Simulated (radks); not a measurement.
Question: These are the eigenvalues of the occupied orbitals of an atom or ion with whole-number occupations (hartree). All-electron calculation, scalar-relativistic Kohn-Sham, PBEsol, spin-unpolarised, spherical densities, finite nucleus; Fermi nuclear charge, rms radius of each element as measured or else 0.836 A^(1/3) + 0.57 fm. Program: a radial shooting solver on a logarithmic mesh with Libxc functionals.

| orbital | eigenvalue |
|---|---|
| 1s | -2183.441 |
| 2s | -479.3707 |
| 2p | -441.8022 |
| 3s | -192.6187 |
| 3p | -181.3177 |

Which element is it, and in what charge state? The configuration may be excited.

Answer: Z = 67, holmium, charge +53: Ho53+ in [Ne] 3s2 3p2. The list shows which subshells hold electrons but not how many an open one holds; the 1s level, -2183.4 hartree, gives Z - s = 66.1 by -(Z - s)^2/2, which with screening and relativity narrows Z to a few neighbours, and the depths of the outer levels then fix element, charge and occupations together.
